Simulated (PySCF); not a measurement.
## Cost of excited-state runs on `[F][Zn-4]([F])([F])([F])([F])[F]`, [F$_{6}$Zn]4-, charge -4

Geometry (Å), atoms numbered from 1 in this order:
```xyz
7

Zn    0.0020   -0.0001    0.0010
F    -0.0204   -0.0081    2.0484
F     0.0239    0.0146   -2.0482
F     2.0485    0.0028    0.0203
F    -2.0505   -0.0095   -0.0227
F    -0.0088    2.0524    0.0123
F     0.0053   -2.0520   -0.0111
```

Total charge -4.

PySCF with density fitting, on 1 thread of an Intel Xeon Platinum 8488C, shared host. Command: `OMP_NUM_THREADS=1 python excited_run.py task.json out`

**Question.** How long does each of these runs take, and how much memory?
- magnetisability and related constants, B97-2/def2-SVP (def2-TZVP on Zn); usual settings
- magnetisability and related constants, BP86/def2-SVP (def2-TZVP on Zn); usual settings

**Answer.** 
```
                                  run                             level  basis functions  wall time  peak memory (GiB)
magnetisability and related constants  B97-2/def2-SVP (def2-TZVP on Zn)              132       16 s                1.1
magnetisability and related constants   BP86/def2-SVP (def2-TZVP on Zn)              132       20 s               0.95
```
Times from a shared host are rough.
